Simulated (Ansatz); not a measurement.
Compare A (`CC1CB1F`) with its isomer B (`C[C@H]1B[C@@H]1F`).

Program: Ansatz. Geometries: PBE0-D4/def2-TZVP. ΔE: electronic, gas phase. CCSD(T)/CBS adds triple-zeta CCSD(T) − MP2 to the extrapolated MP2 energy (def2 sets, frozen cores). DFT in def2-TZVPP. B3LYP here is the variant with VWN-RPA as its local correlation; programs differ in this.

A:

```xyz
11

C    -0.421   -0.484    1.251
C    -0.199   -0.444   -0.241
C     0.975    0.456   -0.815
B    -0.474    0.762   -1.112
F    -1.348    1.565   -1.671
H    -1.407   -0.890    1.492
H    -0.367    0.516    1.689
H     0.331   -1.103    1.750
H    -0.241   -1.423   -0.719
H     1.515    1.054   -0.083
H     1.636   -0.009   -1.541
```

B:

```xyz
11

C     0.023    1.192    0.849
C     0.121   -0.209    0.311
B    -0.787   -1.283   -0.294
C     0.208   -0.525   -1.163
F     1.348   -1.048   -1.729
H    -0.393    1.199    1.859
H    -0.630    1.797    0.216
H     1.002    1.677    0.879
H     0.767   -0.869    0.917
H    -1.474   -2.222   -0.077
H    -0.187    0.291   -1.770
```

Question: Which is lower in electronic energy at CCSD(T)/CBS, and by how much? (An estimate is asked.)

Answer: The calculation gave: A, by 54.4 kcal/mol.

Question: Give E(B) − E(A) in kcal/mol with MP2/def2-TZVPP, B2PLYP, PBE-D4, B3LYP-D4, ωB97M-V, r2SCAN-D4, CCSD(T)/def2-TZVPP. (Estimate.)

Answer: Computed: MP2/def2-TZVPP 56.5, B2PLYP 54.5, PBE-D4 51.9, B3LYP-D4 53.3, ωB97M-V 53.5, r2SCAN-D4 53.5, CCSD(T)/def2-TZVPP 54.7. None reverses the order clearly.

Largest T1 diagnostic: 0.012.

From PBE to PBE0 (25 % exact exchange), in def2-TZVPP and without D4, E(B) − E(A) moves by +1.1 kcal/mol.
